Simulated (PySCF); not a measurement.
Löwdin shares of the frontier orbitals

Compound: C5H11NSi.
Geometry (GFN2-xTB, Å), atoms numbered from 1 in this order:
```xyz
18
C5H11NSi angstrom
C     -2.4444   -0.9307    0.1383
C     -1.4621   -0.8171   -0.7406
Si    -0.3945    0.7155   -0.9876
N     -1.0871    1.9869   -0.0478
C      1.3456    0.4643   -0.3089
C      2.1743   -0.6921   -0.7898
C      1.6521   -0.6874    0.6069
H     -2.7075   -0.1151    0.7914
H     -3.0268   -1.8337    0.2519
H     -1.2380   -1.6708   -1.3695
H     -0.3012    0.9755   -2.4419
H     -0.5442    2.8194    0.1133
H     -2.0483    2.2355   -0.2150
H      1.9050    1.3702   -0.1054
H      1.7332   -1.3773   -1.4980
H      3.2330   -0.5399   -0.9437
H      0.8506   -1.3670    0.8548
H      2.3515   -0.5300    1.4152
```

Theory: PySCF, TDDFT CAM-B3LYP/def2-SVPD, vertical, gas phase, core orbitals frozen in the response.

Frontier orbitals with the atoms that hold most of them (Löwdin shares over 4%, at most four atoms; ? is withheld):

```csv
orbital,ε (eV),atoms
LUMO+2,1.74,"C6 18%, H15 12%, H10 10%, H16 9%"
LUMO+1,1.21,"Si3 26%, H13 14%, H12 14%, N4 11%"
LUMO,0.84,"C1 33%, C2 29%, Si3 9%, H9 6%"
HOMO,-8.71,?
HOMO-1,-9.14,?
HOMO-2,-9.55,"C6 24%, C5 17%, C7 13%, C2 12%"
HOMO-3,-9.64,"C5 27%, C7 27%, C6 11%, C2 5%"
```

(1) Which atoms hold the HOMO, and with what shares?

(2) Which atoms hold the HOMO-1, and with what shares?

(3) The HOMO–LUMO gap is 9.55 eV. Where does the response calculation put the lowest singlet, and from which orbitals?

(4) One configuration dominates each of S2 and S4. Which, and how do the shares of the two leading atoms of either orbital change from the occupied to the empty one?

## Answers

(1) N4 (bonded to Si and 2 H) 50%; Si3 (bonded to 2 C, N and H) 15%; H11 (bonded to Si) 12%; H12 (bonded to N) 5%. By element: nitrogen 50%, hydrogen 16% or more, silicon 15%.

(2) C2 (bonded to C, Si and H) 29%; C1 (bonded to C and 2 H) 28%; N4 (bonded to Si and 2 H) 10%; C5 (bonded to 2 C, Si and H) 8%. By element: carbon 65% or more, nitrogen 10%.

(3) S1 is at 6.43 eV (f = 0.013), 3.12 eV below the gap, made of HOMO→LUMO (64%), HOMO-4→LUMO (14%). 

(4) 
- S2 (6.53 eV, f 0.012), HOMO→LUMO+1 (81%): N4 50% → 11%, Si3 15% → 26%, H13 at most 5% → 14%
- S4 (7.21 eV, f 0.277), HOMO-1→LUMO (83%): C2 29% → 29%, C1 28% → 33%

The run took 1.7 min wall, 90 s CPU on an Arm Neoverse N1 with one thread, no GPU, shared host.

One conformer stands for the species.
